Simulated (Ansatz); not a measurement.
Start from `F[SiH]1[SiH2][Se]1` and change one atom or group to get `[SiH2]1[SiH2][Se]1`.

Ansatz, PBE0-D4/def2-TZVP geometries, multiplicity 1. 

Scalar relativity is left out up to krypton.

```json
{"property": "HOMO–LUMO gap (PBE0/def2-TZVPP) / eV", "`F[SiH]1[SiH2][Se]1`": "6.63"}
{"property": "size of the dipole moment (B3LYP/def2-TZVPP) / D", "`F[SiH]1[SiH2][Se]1`": "1.65"}
{"property": "size of the dipole moment (ωB97M-V/def2-TZVPP) / D", "`F[SiH]1[SiH2][Se]1`": "1.71"}
{"property": "HOMO energy (ωB97M-V/def2-TZVPP) / eV", "`F[SiH]1[SiH2][Se]1`": "-9.35"}
{"property": "HOMO–LUMO gap (ωB97M-V/def2-TZVPP) / eV", "`F[SiH]1[SiH2][Se]1`": "10.39"}
{"property": "HOMO–LUMO gap (PBE/def2-TZVPP) / eV", "`F[SiH]1[SiH2][Se]1`": "4.73"}
```

Problem. What does the change do to each property? (Estimate.)

Solution. Computed: 
```json
{"property": "HOMO–LUMO gap (PBE0/def2-TZVPP) / eV", "`[SiH2]1[SiH2][Se]1`": "6.57", "shift": "-0.06"}
{"property": "size of the dipole moment (B3LYP/def2-TZVPP) / D", "`[SiH2]1[SiH2][Se]1`": "1.46", "shift": "-0.19"}
{"property": "size of the dipole moment (ωB97M-V/def2-TZVPP) / D", "`[SiH2]1[SiH2][Se]1`": "1.56", "shift": "-0.15"}
{"property": "HOMO energy (ωB97M-V/def2-TZVPP) / eV", "`[SiH2]1[SiH2][Se]1`": "-9.15", "shift": "0.20"}
{"property": "HOMO–LUMO gap (ωB97M-V/def2-TZVPP) / eV", "`[SiH2]1[SiH2][Se]1`": "10.36", "shift": "-0.03"}
{"property": "HOMO–LUMO gap (PBE/def2-TZVPP) / eV", "`[SiH2]1[SiH2][Se]1`": "4.67", "shift": "-0.06"}
```

With PBE0 the HOMO rises by 0.31 eV and the LUMO rises by 0.25 eV, so the gap narrows by about 0.06 eV. PBE moves the HOMO by 0.32 eV and ωB97M-V by 0.20 eV. Dipoles are sizes alone; their direction can turn.

B3LYP here is the variant with VWN-RPA as its local correlation; programs differ in this.

Spin–orbit coupling is left out; it splits and shifts lone-pair levels of the heavy atoms by tenths of an eV.
